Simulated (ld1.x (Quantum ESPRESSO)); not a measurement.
Results of a calculation; reference values are marked as such.
# Hardness and transferability of assorted potentials

Generated with ld1.x 7.5 (TM, RRKJ, ultrasoft, PAW), atompaw 4.2 or ONCVPSP 4.0.1. The cutoff is in Ry: for ld1.x and atompaw files where the sum of valence levels is converged to 10 mRy in a Bessel basis, for ONCV files where the hardest occupied wave has 1 mHa per electron of residual kinetic energy. The error is the largest all-electron minus pseudo excitation energy over each file’s own four to seven test configurations (ionisations up to +4, promotions, holes and added fractions of an electron), all of which were solved. The labels leave out finer settings (local radius, basis sizes, second energies), which also bear on the numbers. Spin-polarised tests are not counted. The rows are a selection from randomly drawn settings: files with unsolved tests, undetermined cutoffs or missed reference levels are left out.

| element | potential | cutoff (Ry) | largest error (meV) | bound ghosts |
| --- | --- | --- | --- | --- |
| C | ultrasoft, PBE, scalar-relativistic, rc 0.90/1.75/1.45 (spd), local smoothed, core correction yes, reference 2s2 2p2 | 40 | -149 | none |
| Cr | RRKJ, revPBE, scalar-relativistic, rc 1.45/1.20/1.80 (spd), local smoothed, core correction yes, reference 3s2 3p6 3d4.5 4s0 4p0 | 90 | +950 | none |
| I | RRKJ, PW91, scalar-relativistic, rc 1.40/1.75/1.15/1.50 (spdf), local s, core correction yes, reference 4d10 5s1.5 5p5.5 | 110 | -387 | none |
| Pt | PAW, LDA (PZ), scalar-relativistic, rc 2.85/4.45/1.40 (spd), local smoothed, core correction yes, reference 5d9.5 6s0.5 6p0 | 50 | -89 | none |

Question: Fill in the row for As: ultrasoft, PBE, scalar-relativistic, rc 1.60/2.05/1.85 (spd), local smoothed, core correction no, reference 4s2 4p2.

Answer: cutoff 12 Ry, largest error +76 meV, bound ghosts: none.

Question: Fill in the row for Xe: TM semilocal, PBE, scalar-relativistic, rc 1.30/2.05/1.15 (spd), local p, core correction no, reference 4d10 5s2 5p6.

Answer: cutoff 140 Ry, largest error -75 meV, bound ghosts: none.

Question: Fill in the row for Li: TM, LDA (PZ), scalar-relativistic, rc 2.20/4.20/3.25 (spd), local d, core correction no, reference 2s0.5 2p0.5.

Answer: cutoff 6 Ry, largest error +4.2 meV, bound ghosts: none.
